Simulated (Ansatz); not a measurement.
Abridged output of a molecular run in Ansatz:

```
Functional definition: HF
1907 factors; integrals over basis functions are off by at most 1.0e-3 eV
mean field evaluation 1: about -14813.3749 eV, gradient 5.2e1 eV
mean field evaluation 2: about -14813.6520 eV, gradient 5.2e1 eV
mean field evaluation 4: about -14819.3696 eV, gradient 4.6e0 eV
mean field evaluation 8: about -14819.4496 eV, gradient 2.8e-1 eV
mean field -14819.44994953 eV, -544.6047406611 hartree, gradient 1.4e-6 eV, S^2 0.000000; 0 other end points of the search recorded, 0 dependent functions left out
10 core orbitals not correlated: weight in the atoms' cores, before any rotation towards them, 1.000 or more for the frozen orbitals, at most 0.000 for the correlated occupied ones
reference -14819.44994953 eV, -544.6047406611 hartree; 18, 18 occupied and 295, 295 virtual orbitals, 1907 factors
second order -28.49089198 eV of doubles, -0.00000000 eV of singles
cycle   1  -29.09661363 eV  change   -6.1e-1 eV  update   1.1e-1
cycle   2  -29.78224822 eV  change   -6.9e-1 eV  update   3.2e-2
cycle   3  -29.93019730 eV  change   -1.5e-1 eV  update   1.6e-2
cycle   4  -29.91539747 eV  change    1.5e-2 eV  update   3.6e-3
cycle   5  -29.91474436 eV  change    6.5e-4 eV  update   1.6e-3
cycle   6  -29.91526362 eV  change   -5.2e-4 eV  update   4.6e-4
cycle   7  -29.91500572 eV  change    2.6e-4 eV  update   1.6e-4
cycle   8  -29.91495221 eV  change    5.4e-5 eV  update   4.9e-5
cycle   9  -29.91496848 eV  change   -1.6e-5 eV  update   1.8e-5
perturbative correction -1.08802668 eV, -0.0399842429 hartree
Total energy: -14850.45294469 eV, -545.7440797187 hartree
```

Its atoms:

Cartesian coordinates in Å:
```
C -1.6010 -0.7602 -1.5068
C -0.7682 -0.4615 -0.2671
B 0.5023 0.4358 -0.4962
O 0.7976 0.8894 -1.7440
O 1.3460 0.7889 0.5303
Si 1.3411 0.4590 2.1430
H -1.0079 -1.2770 -2.2641
H -1.9687 0.1602 -1.9650
H -2.4648 -1.3866 -1.2721
H -1.3896 0.0215 0.4999
H -0.4397 -1.3984 0.2039
H 1.5965 1.4249 -1.7497
H 0.1010 0.9746 2.7792
H 2.5213 1.1348 2.7306
H 1.4342 -1.0056 2.3780
```

Q: Which basis set was used?
A. cc-pV(D+d)Z
B. def2-TZVPP
C. def2-QZVPP
D. def2-TZVPPD

A: B. It gives 323 functions.

Q: Write the keys of the input that set method, charge and spin (a neutral closed shell needs none for the last two).

A: 
```yaml
correlation: {method: ccsd_t}
```
